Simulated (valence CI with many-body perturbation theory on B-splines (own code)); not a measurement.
**Ce⁵¹⁺: electric-dipole lines**

Calculated by configuration interaction combined with many-body perturbation theory (CI+MBPT): five valence electrons over a frozen Dirac-Fock core [He], a basis of 11 s, 11 p, 10 d, 8 f, 5 g, 2 h functions for each j, with the one-electron correlation potential Σ1 (screened to all orders), the two-electron term Σ2, the three-electron term Σ3, Breit, model QED; selected single and double excitations, second order for the rest, scaled by the run's own slope (own B-spline code, finite nucleus).

The last digits are not significant, and no measured levels were compared; by estimate large intervals hold to a few tenths of a per cent, small ones and those within an open d or f shell to about a per cent. Among the levels kept, up to 7000 cm⁻¹ of a level comes from second order outside the variational space, and about a tenth of that is noise between levels of different J, which matters for small intervals.

Lines 101 to 150 of 600 in falling wavelength, among levels below 7030.7 eV, chosen from the strongest by gf and those to the six lowest levels. Wavelengths and rates use the calculated energies. Electric multipoles are in the length gauge, E1 and E2 with the static RPA response of the core. Weak lines are less certain than strong ones. Lines between different terms over intervals too small for the method are left out, as are lines whose strength nearly cancels. Where a level lies close to another of its J and parity, the split of strength between their lines is uncertain. The highest levels of a list are the least certain.

Levels are named by their leading jj configuration (3d3/2^4 stands for four electrons in 3d with j = 3/2), which in mixed levels can hold well under half, so a name can repeat and another be missing. Letters in brackets count levels of one name in rising energy.

```tsv
λ vac (Å)	Upper	Lower	A (s⁻¹)	log gf	Branch %
59.15	(2s 2p1/2 2p3/2^2 3p3/2) J=5/2 [e]	(2s 2p1/2 2p3/2^2 3s) J=3/2 [d]	1.04e+11	-0.49	1.3
59.12	(2s 2p1/2 2p3/2^2 3d3/2) J=1/2 [d]	(2s 2p1/2 2p3/2^2 3p1/2) J=3/2 [e]	6.85e+10	-1.14	0.0
59.11	(2s^2 2p1/2 2p3/2 3p3/2) J=7/2	(2s^2 2p1/2 2p3/2 3s) J=5/2	1.65e+11	-0.16	22.2
59.09	(2s 2p1/2 2p3/2^2 3d3/2) J=5/2 [c]	(2s 2p1/2 2p3/2^2 3p1/2) J=3/2 [b]	3.65e+10	-0.94	0.0
58.84	(2s 2p1/2^2 2p3/2 3d3/2) J=7/2	(2s^2 2p1/2 2p3/2 3d3/2) J=5/2 [a]	3.23e+10	-0.87	3.0
58.69	(2s 2p1/2 2p3/2^2 3p3/2) J=7/2 [a]	(2s 2p1/2 2p3/2^2 3s) J=5/2 [a]	1.69e+11	-0.16	1.3
58.66	(2p1/2^2 2p3/2^2 3p1/2) J=5/2	(2s 2p1/2 2p3/2^2 3p1/2) J=3/2 [e]	6.34e+10	-0.71	0.0
58.60	(2s 2p1/2^2 2p3/2 3d3/2) J=5/2 [b]	(2s 2p1/2^2 2p3/2 3p1/2) J=3/2 [b]	1.14e+11	-0.45	0.3
58.55	(2s 2p1/2^2 2p3/2 3d3/2) J=5/2 [a]	(2s 2p1/2^2 2p3/2 3p1/2) J=5/2	6.28e+10	-0.71	0.1
58.45	(2s^2 2p3/2^2 3d3/2) J=3/2	(2s^2 2p3/2^2 3p1/2) J=3/2	7.23e+10	-0.83	0.0
58.34	(2s^2 2p1/2 2p3/2 3p3/2) J=3/2 [a]	(2s^2 2p1/2 2p3/2 3s) J=1/2	4.51e+10	-1.04	0.6
58.16	(2s 2p1/2 2p3/2^2 3p3/2) J=5/2 [a]	(2s 2p1/2 2p3/2^2 3s) J=5/2 [a]	7.92e+10	-0.62	0.1
58.10	(2s^2 2p3/2^2 3p3/2) J=7/2	(2s 2p1/2^2 2p3/2 3p3/2) J=5/2 [b]	4.29e+10	-0.76	0.4
58.00	(2s 2p1/2 2p3/2^2 3p3/2) J=3/2 [c]	(2s 2p1/2 2p3/2^2 3s) J=1/2 [a]	1.67e+11	-0.47	0.3
57.96	(2s 2p1/2 2p3/2^2 3p3/2) J=5/2 [b]	(2s 2p1/2 2p3/2^2 3s) J=5/2 [b]	7.01e+10	-0.67	0.0
57.94	(2s 2p1/2 2p3/2^2 3d3/2) J=3/2 [a]	(2s 2p1/2 2p3/2^2 3p1/2) J=3/2 [a]	9.49e+10	-0.72	0.1
57.93	(2s 2p1/2 2p3/2^2 3s) J=5/2 [b]	(2s^2 2p3/2^2 3s) J=3/2	5.36e+10	-0.79	0.1
57.70	(2s^2 2p1/2 2p3/2 3d3/2) J=5/2 [a]	(2s^2 2p1/2 2p3/2 3p1/2) J=3/2 [a]	9.08e+10	-0.57	0.3
57.67	(2s 2p1/2 2p3/2^2 3d3/2) J=7/2 [a]	(2s 2p1/2 2p3/2^2 3p1/2) J=5/2 [a]	1.03e+11	-0.38	0.1
57.61	(2s^2 2p1/2 2p3/2 3d3/2) J=7/2	(2s^2 2p1/2 2p3/2 3p1/2) J=5/2	1.15e+11	-0.34	9.7
57.58	(2s^2 2p1/2^2 3d3/2) J=3/2	(2s^2 2p1/2^2 3p1/2) J=1/2	1.20e+11	-0.62	0.1
57.57	(2s 2p1/2 2p3/2^2 3d3/2) J=1/2 [a]	(2s 2p1/2 2p3/2^2 3p1/2) J=3/2 [a]	1.27e+11	-0.90	0.1
57.52	(2s 2p1/2 2p3/2^2 3d3/2) J=7/2 [c]	(2s 2p1/2 2p3/2^2 3p1/2) J=5/2 [d]	9.32e+10	-0.43	0.1
57.48	(2s^2 2p3/2^2 3d3/2) J=7/2	(2s^2 2p3/2^2 3p1/2) J=5/2	1.33e+11	-0.28	0.0
57.48	(2s 2p1/2^2 2p3/2 3d3/2) J=3/2 [a]	(2s 2p1/2^2 2p3/2 3p1/2) J=3/2 [a]	9.13e+10	-0.74	0.1
57.42	(2s^2 2p3/2^2 3d3/2) J=1/2	(2s^2 2p3/2^2 3p1/2) J=3/2	8.14e+10	-1.09	0.0
57.25	(2s 2p1/2 2p3/2^2 3p1/2) J=3/2 [d]	(2s^2 2p3/2^2 3p1/2) J=1/2	3.61e+10	-1.15	0.0
57.24	(2s 2p1/2 2p3/2^2 3d3/2) J=3/2 [c]	(2s 2p1/2 2p3/2^2 3p1/2) J=1/2 [a]	9.52e+10	-0.73	0.0
57.24	(2s 2p1/2^2 2p3/2 3p3/2) J=3/2 [b]	(2s 2p1/2^2 2p3/2 3s) J=3/2 [b]	8.87e+10	-0.76	0.1
57.21	(2s 2p1/2 2p3/2^2 3d3/2) J=5/2 [f]	(2s 2p1/2 2p3/2^2 3p1/2) J=3/2 [d]	3.08e+10	-1.04	0.0
57.17	(2s 2p1/2 2p3/2^2 3p1/2) J=5/2 [c]	(2s^2 2p3/2^2 3p1/2) J=3/2	4.73e+10	-0.86	0.0
57.15	(2s 2p1/2 2p3/2^2 3d3/2) J=5/2 [d]	(2s 2p1/2 2p3/2^2 3p1/2) J=3/2 [c]	2.47e+10	-1.14	0.0
57.12	(2s 2p1/2 2p3/2^2 3d3/2) J=5/2 [a]	(2s 2p1/2 2p3/2^2 3p1/2) J=3/2 [a]	5.39e+10	-0.80	0.0
57.12	(2s 2p1/2 2p3/2^2 3d3/2) J=9/2	(2s 2p1/2 2p3/2^2 3p1/2) J=7/2	8.74e+10	-0.37	6.7
57.08	(2s 2p1/2^2 2p3/2 3d3/2) J=7/2	(2s 2p1/2^2 2p3/2 3p1/2) J=5/2	5.93e+10	-0.63	5.6
57.03	(2s 2p1/2^2 2p3/2 3p3/2) J=3/2 [b]	(2s 2p1/2^2 2p3/2 3s) J=1/2	9.47e+10	-0.73	0.1
56.69	(2s 2p1/2 2p3/2^2 3d3/2) J=5/2 [d]	(2s 2p1/2 2p3/2^2 3p1/2) J=3/2 [b]	2.59e+10	-1.13	0.0
56.64	(2s^2 2p3/2^2 3p3/2) J=7/2	(2s^2 2p3/2^2 3s) J=5/2	1.32e+11	-0.29	1.3
56.62	(2s^2 2p1/2 2p3/2 3d3/2) J=3/2 [a]	(2s^2 2p1/2 2p3/2 3p1/2) J=1/2	7.48e+10	-0.84	0.1
56.59	(2s^2 2p1/2^2 3p3/2) J=3/2	(2s^2 2p1/2^2 3s) J=1/2	1.90e+11	-0.44	26.5
56.40	(2s 2p1/2 2p3/2^2 3d3/2) J=3/2 [d]	(2s 2p1/2 2p3/2^2 3p1/2) J=1/2 [b]	3.72e+10	-1.15	0.0
56.38	(2s 2p1/2 2p3/2^2 3p3/2) J=9/2	(2s 2p1/2 2p3/2^2 3s) J=7/2	8.27e+10	-0.40	9.8
56.37	(2s 2p1/2^2 2p3/2^2) J=5/2	(2s^2 2p1/2 2p3/2^2) J=5/2	1.03e+10	-1.53	2.9
56.21	(2p1/2^2 2p3/2^2 3p3/2) J=3/2	(2p1/2^2 2p3/2^2 3s) J=3/2	1.47e+11	-0.55	0.1
56.08	(2s 2p1/2^2 2p3/2 3p3/2) J=1/2 [b]	(2s 2p1/2^2 2p3/2 3s) J=1/2	1.79e+11	-0.77	2.3
56.05	(2s 2p1/2 2p3/2^2 3p3/2) J=7/2 [b]	(2s 2p1/2 2p3/2^2 3s) J=7/2	8.47e+10	-0.50	0.1
56.03	(2s 2p1/2^2 2p3/2 3s) J=3/2 [a]	(2s^2 2p1/2 2p3/2 3s) J=3/2 [a]	4.11e+10	-1.11	0.1
56.03	(2s 2p1/2 2p3/2^2 3p3/2) J=3/2 [a]	(2s 2p1/2 2p3/2^2 3s) J=3/2 [a]	1.38e+11	-0.59	0.1
56.00	(2s 2p1/2^2 2p3/2 3d3/2) J=3/2 [b]	(2s 2p1/2^2 2p3/2 3p1/2) J=1/2	4.08e+10	-1.12	0.0
55.99	(2s^2 2p1/2 2p3/2 3d3/2) J=1/2 [a]	(2s^2 2p1/2 2p3/2 3p1/2) J=1/2	1.11e+11	-0.98	0.1
```
